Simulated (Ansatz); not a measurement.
Species: [W(Cl)2(F)4] (charge 0, multiplicity 1).

Problem. Give a relaxed geometry from r2SCAN-D4/def2-SVP (Ansatz, a quantum-chemistry and plane-wave program).

Solution. the end point of this relaxation.
Cartesian coordinates (Å) in one orientation:
```xyz
7

W      0.023     0.033     0.017
Cl     2.265     0.422     0.233
Cl    -0.549     2.001     1.027
F     -0.021    -0.863     1.640
F     -1.779    -0.374    -0.205
F      0.388    -1.590    -0.816
F      0.001     0.834    -1.655
```
